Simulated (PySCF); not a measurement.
Q: What does the PBE0-D3(BJ)/def2-SVP structure of InChI=1S/C9H10O3/c1-8(11-7-10)12-9-5-3-2-4-6-9/h2-8H,1H3/t8-/m0/s1 look like in three dimensions?

A: 
```
atom  x, y, z in Å
C1    -2.814   -0.884   -1.070
C2    -1.633   -0.138   -0.511
O3    -1.984    0.396    0.775
C4    -2.118    1.714    0.908
O5    -2.004    2.529    0.037
O6    -0.598   -1.035   -0.328
C7     0.659   -0.587   -0.052
C8     1.037    0.758   -0.045
C9     2.364    1.090    0.235
C10    3.308    0.106    0.512
C11    2.918   -1.234    0.506
C12    1.602   -1.582    0.227
H13   -3.657   -0.197   -1.220
H14   -3.112   -1.679   -0.373
H15   -2.545   -1.335   -2.034
H16   -1.339    0.704   -1.158
H17   -2.356    1.947    1.967
H18    0.323    1.556   -0.256
H19    2.654    2.144    0.238
H20    4.342    0.380    0.732
H21    3.646   -2.020    0.722
H22    1.274   -2.623    0.219
```

Orientation and origin are arbitrary. Atoms count from 1 in this order. The 6-membered ring C7–C8–C9–C10–C11–C12 has internal angles of 119.1° to 121.1°; it is planar, 0.00 Å rms from its mean plane, widest ring torsion 0°. The C–O distances run from 1.198 Å (C4=O5, drawn double) to 1.436 Å (C2–O3, drawn single), a spread of 0.238 Å. O3 (ester single-bonded oxygen) is bent (angle 118.9°). The C–C distances run from 1.389 Å (C11–C12, aromatic) to 1.504 Å (C1–C2, drawn single), a spread of 0.115 Å.

Bonds between heavy atoms (Å): C1–C2 1.504, C2–O3 1.436, O3–C4 1.331, C4=O5 1.198, C2–O6 1.382, O6–C7 1.363, C7–C8 1.397, C8–C9 1.396, C9–C10 1.392, C10–C11 1.396, C11–C12 1.389, C7–C12 1.399.

Computed with PySCF 2.14.0, PBE0-D3(BJ)/def2-SVP geometry optimisation, gas phase.

Point group: C1 (no symmetry element, even within 0.4 Å). Stationary, but not proved a minimum. One conformer, not necessarily the lowest (C1–C2–O3–C4 -111°, C2–O3–C4–O5 2°, C1–C2–O6–C7 169°, C2–O6–C7–C8 -6°).
